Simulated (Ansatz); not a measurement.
`C[N](C)[Sn][F]` + H₂O → `[OH][Sn][F]` + dimethylamine at 500 K and 1 bar (formal hydrolysis of the Sn–N bond).

Gas-phase electronic energies from Ansatz, PBE0-D4/def2-TZVP geometries. CCSD(T)/CBS adds triple-zeta CCSD(T) − MP2 to the extrapolated MP2 energy (def2 sets, frozen cores). This one scheme is used for every species. def2 core potentials past Kr. For Sn outer-core shells are correlated without core-valence functions, which leaves a few kJ/mol of doubt a bond. One conformer a species, not always the lowest.

```tsv
species	CCSD(T)/CBS energy (Eh)	H − E (kJ/mol)	S (J/(mol·K))
`C[N](C)[Sn][F]`	-448.28993	264.6	418.1
H₂O	-76.37941	73.2	206.3
`[OH][Sn][F]`	-389.66871	64.5	325.7
`CNC`	-135.00321	273.8	313.8
```

H − E and S are ideal-gas, rigid-rotor, harmonic terms from PBE0-D4/def2-TZVP, for one conformer and one mirror image of each species. 1 Eh = 2625.50 kJ/mol, R = 8.31446 J/(mol·K).

By hand: ΔE, ΔH, ΔS and ΔG.

ΔE = (-389.66871) + (-135.00321) − (-448.28993) − (-76.37941) = -0.00258 Eh = -6.8 kJ/mol. Δ(H − E) = 64.5 + 273.8 − 264.6 − 73.2 = 0.5, so ΔH = -6.3 kJ/mol. ΔS = 325.7 + 313.8 − 418.1 − 206.3 = 15.1 J/(mol·K). ΔG = -6.3 − 500 × (15.1)/1000 = -13.8 kJ/mol.

By hand: the equilibrium constant, and the temperature at which ΔG would vanish if ΔH and ΔS stayed fixed.

log₁₀ K = −ΔG/(RT ln 10) = 1.4. ΔH and −TΔS have one sign here, so there is no such temperature.

TΔS isn't small against ΔH here. A doubt of 5 kJ/mol in ΔE shifts log₁₀ K by 0.5 here. Other conformers and mirror images would add mixing entropy, several J/(mol·K) or more a flexible species. These are equilibria of isolated gas molecules and say nothing of rates. Largest T1 diagnostic: 0.018 (customary marks: 0.02 for closed shells, 0.045 for open ones).
